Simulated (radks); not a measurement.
Valence configurations of I3+ (all share [Kr]). Calculated with a radial shooting solver on a logarithmic mesh with Libxc functionals: Dirac Kohn-Sham, LDA (Slater exchange, Perdew-Wang correlation), spin-unpolarised, spherical densities, finite nucleus; open shells fill j = l - 1/2 first; Fermi nuclear charge, rms radius 4.75 fm. Energies are relative to 4d10 5s2 5p2; eigenvalues in eV.

valence          E (eV)  e(4d3/2)  e(4d5/2)  e(5p1/2)  e(5p3/2)  e(5s1/2)
4d10 5s2 5p2      0.000   -83.056   -81.317   -35.415         -   -46.571
4d10 5p4         25.557   -85.808   -84.059   -36.818   -35.276         -
4d9 5s2 5p3      50.010   -90.423   -88.614   -37.588   -35.963   -49.295
4d9 5s1 5p4      63.412   -91.751   -89.937   -38.258   -36.601   -50.071
4d8 5s2 5p4      105.33   -97.772   -95.893   -39.678   -37.905   -51.915
4d9 5s0.5 5p4.5  70.164   -92.404   -90.589   -38.585   -36.913   -50.451
4d10 5s1 5p3     12.707   -84.447   -82.703   -36.129   -34.618   -47.397
4d9 5s1.5 5p3.5  56.694   -91.090   -89.279   -37.926   -36.285   -49.686
4d9.5 5s2 5p2.5  24.346   -86.742   -84.968   -36.514   -34.961   -47.947
4d8.5 5s2 5p3.5  77.001   -94.100   -92.255   -38.642   -36.943   -50.617

NIST lists [Kr] 4d10 5s2 5p2 as the ground configuration; this level of theory agrees among the configurations tried. The energies are those of spherical spin-averaged densities, not of single terms.
